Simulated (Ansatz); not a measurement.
Computed with Ansatz.

Basis-set series for AlGaH$_{4}$SSi (`[AlH]1[SiH2][GaH][S]1`). The species carries charge 0 and has multiplicity 1. The structure was optimised at the PBE0-D4/def2-TZVP level.

| functional | basis | functions | energy (Eh) | HOMO (eV) | LUMO (eV) |
| --- | --- | --- | --- | --- | --- |
| PBE0-D4 | def2-TZVPP | 230 | -2856.84990 | -6.97 | -2.08 |
| PBE0-D4 | def2-QZVPP | 419 | -2856.92151 | -6.98 | -2.10 |
| ωB97M-V | def2-TZVPP | 230 | -2857.29575 | -8.87 | -0.32 |
| ωB97M-V | def2-QZVPP | 419 | -2857.36497 | -8.88 | -0.39 |

(1) Give the rows for def2-SVP. (Estimate.)

## Answers

(1) The calculation gave: 
```tsv
functional	basis	functions	energy (Eh)	HOMO (eV)	LUMO (eV)
PBE0-D4	def2-SVP	106	-2856.28054	-7.01	-2.01
ωB97M-V	def2-SVP	106	-2856.72888	-8.87	-0.19
```

Scalar relativity is left out up to krypton.
